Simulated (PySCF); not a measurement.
C₄H₆GeO₂.
Cartesian coordinates in Å at the PBE0-D3(BJ)/def2-SVP level; atoms count from 1:
```
atom  x, y, z in Å
Ge1    1.8782   -0.3321   -0.5434
O2     0.2966   -0.8296   -1.2431
C3    -0.8757   -0.4340   -0.7221
C4    -2.1500   -0.8203   -1.2532
C5    -3.0755   -0.2209   -0.4532
O6    -2.4816    0.4942    0.5157
C7    -1.1405    0.3692    0.3583
H8     1.9696    1.2027   -0.6025
H9     1.9371   -0.8310    0.9109
H10    2.8998   -1.0217   -1.4491
H11   -2.3237   -1.4594   -2.1150
H12   -4.1627   -0.2166   -0.4567
H13   -0.5154    0.8970    1.0733
```

Theory: core-valence-separated Tamm–Dancoff BHandHLYP/aug-pcX-1 (pcseg-1 on H, def2-SVPD on Ge) in PySCF, non-relativistic, gas phase, PBE0-D3(BJ)/def2-SVP geometry. BHandHLYP without relativity tends to put these K edges a few eV too low, so spacings mean more than positions.

The lowest roots of each edge with f over 0.003 (five at most, numbered afresh; weaker and dark ones are left out), with transition dipoles (au) in the frame of the coordinates:

| root | edge | E (eV) | f | μx | μy | μz |
| --- | --- | --- | --- | --- | --- | --- |
| 1 | C | 283.65 | 0.0510 | -0.0004 | -0.0688 | 0.0511 |
| 2 | C | 284.37 | 0.0634 | 0.0005 | 0.0766 | -0.0568 |
| 3 | C | 284.81 | 0.0534 | 0.0004 | 0.0702 | -0.0522 |
| 4 | C | 285.38 | 0.0716 | -0.0007 | -0.0812 | 0.0604 |
| 5 | C | 285.90 | 0.0150 | 0.0069 | 0.0273 | 0.0368 |
| 6 | O | 531.99 | 0.0210 | 0.0281 | 0.0169 | 0.0232 |
| 7 | O | 532.96 | 0.0312 | 0.0002 | 0.0393 | -0.0292 |
| 8 | O | 534.07 | 0.0125 | -0.0034 | 0.0223 | -0.0211 |
| 9 | O | 534.07 | 0.0047 | 0.0112 | 0.0147 | 0.0042 |
| 10 | O | 534.76 | 0.0036 | -0.0001 | -0.0134 | 0.0099 |

Task: Molecules are fixed in this frame and the field points along (0, 1, 1)/√2. What effective strengths 3 f cos²θ do the roots have (θ between field and μ)?

Result: root 1 (C4): 0.003, root 2 (C5): 0.004, root 3 (C7): 0.003, root 4 (C3): 0.005, root 5 (C4): 0.043, root 6 (O2): 0.031, root 7 (O6): 0.002, root 8 (O2): 0.000, root 9 (O2): 0.007, root 10 (O2): 0.000. Root 5 is the strongest. Averaged over all orientations cos²θ is 1/3, which gives f back. For degenerate partners only the sum has meaning, as the program may mix them freely.

 Relativistic effects, spin–orbit coupling among them, are left out although an element past zinc is present.

One conformer stands for the species.
